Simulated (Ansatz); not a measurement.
Geometry optimisation, UKS PBE-D4/def2-SVP in Ansatz.

input.yaml

```yaml
crystal:
  periodic: [false, false, false]
  atoms:
    - { symbol: S, position_ang: [-1.00893, 0.43126, 0.80511] }
    - { symbol: C, position_ang: [-0.17687, -0.87081, 0.29715] }
    - { symbol: Ga, position_ang: [1.2905, 0.28218, -0.75486] }
    - { symbol: H, position_ang: [-0.73819, -1.71554, -0.09609] }
    - { symbol: H, position_ang: [0.6335, 1.8729, -0.25131] }
magnetization:
  spin_polarized: true
  initial_magnetization: 1
basis:
  gaussian: { orbitals: def2-SVP }
hamiltonian:
  xc: pbe
  dispersion: d4
relax:
  f_tol: 0.015
  max_steps: 40
```

Run as:

```bash
$ ansatz run input.yaml --threads 2 --pin off --max-ram 3072MiB --backend cpu --events-out ev --progress --plain --runs-dir out
```

Question: Where does it end, and by what steps?

Answer: It converged. After 16 steps the energy has fallen by 0.576 eV; H5 moved furthest, 0.90 Å.

```csv
step,energy less start (eV),largest force component (eV/Å),accepted
0,0.0000,0.908,yes
1,-0.1615,0.653,yes
2,-0.2366,0.733,yes
3,-0.3255,0.761,yes
4,-0.4069,0.521,yes
5,-0.4642,0.467,yes
6,-0.4935,0.479,yes
7,-0.4318,1.529,no
8,-0.4974,0.244,yes
9,-0.5043,0.524,yes
10,-0.5289,0.196,yes
11,-0.5585,0.449,yes
12,-0.5686,0.221,yes
13,-0.5732,0.084,yes
14,-0.5745,0.093,yes
15,-0.5761,0.068,yes
16,-0.5763,0.006,yes
```

```xyz
5
Properties=species:S:1:pos:R:3
S -1.430 0.279 0.806
C -0.315 -0.862 0.064
Ga 0.691 0.624 -0.297
H -0.427 -1.954 -0.008
H 1.481 1.913 -0.566
```

Run time: 25 s on 2 threads of AMD EPYC 7B13 (Zen 3), with other jobs on the host, peak memory 0.18 GiB.
